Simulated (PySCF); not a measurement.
**Assigning NMR signals**

Atoms are numbered as in `[O:1]=[CH:2][c:3]1[cH:4][cH:5][o:6][cH:7]1`. Each H is labelled by its parent atom.

PySCF 2.14.0 with density-fitted response routines calculation with PBE0-D3(BJ)/def2-TZVP structure and shieldings: GIAO B97-2/pcSseg-2; one computed conformer, no relativistic terms, in vacuum.

δ = σ(ref) − σ, references computed at the same level: TMS for 13C (185.38 ppm), 1H (31.64 ppm).

**Question.** Assign these signals to the numbered atoms. 13C{1H} NMR (computed): δ 191.0 (CH), 153.5 (CH), 149.7 (CH), 134.4 (C), 117.1 (CH).

**Answer.** 
191.0 → C2, aldehyde carbonyl carbon: the double bond to the heteroatom, with no lone-pair donor beside it, deshields it most
153.5 → C7, aromatic CH next to the ring oxygen
149.7 → C5, aromatic CH next to the ring oxygen
134.4 → C3, substituted aromatic carbon
117.1 → C4, aromatic CH

**Question.** Assign these signals to the numbered atoms. 1H NMR (300 MHz, computed): δ 10.30 (s, 1H), 8.30 (m, 1H), 7.56 (m, 1H), 6.94 (m, 1H).

**Answer.** 
10.30 → H(C2), hydrogen on an aldehyde carbonyl carbon: deshielded by the polar, anisotropic C=O bond
8.30 → H(C7), hydrogen on an aromatic CH next to the ring oxygen: ring current plus the deshielding of an ortho carbonyl group
7.56 → H(C5), hydrogen on an aromatic CH next to the ring oxygen
6.94 → H(C4), hydrogen on an aromatic CH: aromatic region

Shifts are as computed. Against solution values, carbons near 30 ppm lie about +3 ppm off and those near 130 ppm about +7 ppm. Of 1211 compounds with measured shifts, 218 miss one by over three times the rms of a fit or turn the order of signals round; such compounds aren't used in these exercises. No couplings were computed; multiplicities are counted from neighbouring protons, with m where these are inequivalent, close in shift, in a saturated or five-membered ring or joined by F or P, and br s for small geminal =CH2 splittings.
